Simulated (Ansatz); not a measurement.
Gas-phase electronic energies from Ansatz, PBE0-D4/def2-TZVP geometries. CBS: MP2 limit from def2 TZ/QZ plus the TZ coupled-cluster correction, frozen cores. Functionals use def2-TZVPP. One conformer a species, not always the lowest.

Reaction (redistribution): `CO[SiH2]C[SiH3]` + `CC(=O)O[SiH2]F` → `CO[SiH2]OC(C)=O` + `F[SiH2]C[SiH3]`

`CO[SiH2]C[SiH3]`:

Cartesian coordinates in Å:
```
C -2.968 -0.027 0.412
O -1.672 -0.569 0.331
Si -0.352 0.349 -0.015
C 1.131 -0.765 -0.018
Si 2.757 0.085 -0.393
H -3.276 0.425 -0.538
H -3.663 -0.833 0.653
H -3.037 0.736 1.197
H -0.202 1.427 1.006
H -0.523 1.005 -1.344
H 0.970 -1.557 -0.758
H 1.205 -1.248 0.962
H 2.715 0.719 -1.738
H 3.879 -0.891 -0.370
H 3.036 1.143 0.614
```

`CC(=O)O[SiH2]F`:

Z-matrix (Å, degrees):
```
C
C 1 1.490
H 1 1.092 2 109.5
H 1 1.092 2 109.5 3 -117.2
H 1 1.087 2 110.0 3 121.4
O 2 1.208 1 125.8 3 -121.0
O 2 1.338 1 114.0 3 58.9
Si 7 1.688 2 112.2 1 -180.0
F 8 1.592 7 102.3 2 -180.0
H 8 1.472 7 111.2 2 65.3
H 8 1.472 7 111.2 2 -65.3
```

`CO[SiH2]OC(C)=O`:

```xyz
15

C     2.390   -1.329   -0.638
O     1.541   -0.624   -1.516
Si    0.604    0.628   -1.065
O    -0.536   -0.023    0.008
C    -1.446    0.836    0.481
C    -2.410    0.209    1.435
O    -1.452    1.994    0.143
H     3.090   -1.916   -1.236
H     1.816   -2.007   -0.001
H     2.965   -0.648    0.001
H    -0.049    1.123   -2.287
H     1.403    1.634   -0.327
H    -2.925   -0.619    0.943
H    -1.865   -0.208    2.284
H    -3.129    0.949    1.777
```

`F[SiH2]C[SiH3]`:

Cartesian coordinates in Å:
```
F 1.220 1.847 0.719
Si -0.190 1.164 1.065
C -0.693 0.056 -0.333
Si 0.590 -1.212 -0.853
H -0.014 0.385 2.316
H -1.164 2.263 1.283
H -1.598 -0.477 -0.018
H -0.966 0.665 -1.202
H 1.765 -0.542 -1.464
H 1.042 -1.989 0.332
H 0.009 -2.158 -1.844
```

```json
{"level": "PBE-D4", "ΔE (kJ/mol)": "-2.4"}
{"level": "ωB97X-V", "ΔE (kJ/mol)": "-3.5"}
{"level": "r2SCAN", "ΔE (kJ/mol)": "-2.2"}
{"level": "CCSD/def2-TZVPP", "ΔE (kJ/mol)": "-2.8"}
{"level": "HF/def2-QZVPP", "ΔE (kJ/mol)": "-5.2"}
{"level": "MP2/def2-QZVPP", "ΔE (kJ/mol)": "-2.0"}
{"level": "SCS-MP2/def2-QZVPP", "ΔE (kJ/mol)": "-2.8"}
{"level": "CCSD/CBS(def2)", "ΔE (kJ/mol)": "-3.0"}
```

Question: What does CCSD(T)/CBS give? (Estimate.)

Answer: Computed: -2.6 kJ/mol. The listed levels differ from it by 0.2, -0.9, 0.4, -0.2, -2.6, 0.6, -0.2, -0.4 kJ/mol.

Largest T1 diagnostic among the species: 0.014.
